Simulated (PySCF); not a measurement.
**AsN₂ + F₂ → AsF₂ + N₂**

Level: PBE0 in the def2-TZVP basis family, all electrons, no relativity, computed in PySCF with density fitting; open shells unrestricted.

```tsv
species	state and structure	ZPE (kJ/mol)	H(298 K) − H(0) (kJ/mol)	S° (J/(mol K))
AsN₂	quartet, C2v, As–N 1.778 Å (×2); N–As–N 100.9°	9.0	12.0	279.8
F₂	singlet, D∞h, F–F 1.376 Å	6.6	8.7	201.9
AsF₂	doublet, C2v, As–F 1.730 Å (×2); F–As–F 96.4°	10.0	11.7	276.4
N₂	singlet, D∞h, N–N 1.089 Å	14.9	8.7	191.4
```

Is the gas-phase reaction uphill or downhill in electronic energy at this level, and by how much?

At PBE0/def2-TZVP, ΔE = -1118.5 kJ/mol, downhill. Fluorination of this kind underlies dry etching and chamber cleaning.

Add zero-point, thermal and entropy terms for 298.15 K and 1 bar.

ΔZPE = 9.3 and Δ[H(298) − H(0)] = -0.3 kJ/mol give ΔH° = -1109.5 kJ/mol. ΔS° = -13.9 J/(mol K), so ΔG° = -1109.5 − 298.15 × (-0.0139) = -1105 kJ/mol.

Some spin contamination: AsN₂ (⟨S²⟩ 3.95). Each species is the lowest minimum found with this bonding; other isomers or fragments can lie lower.
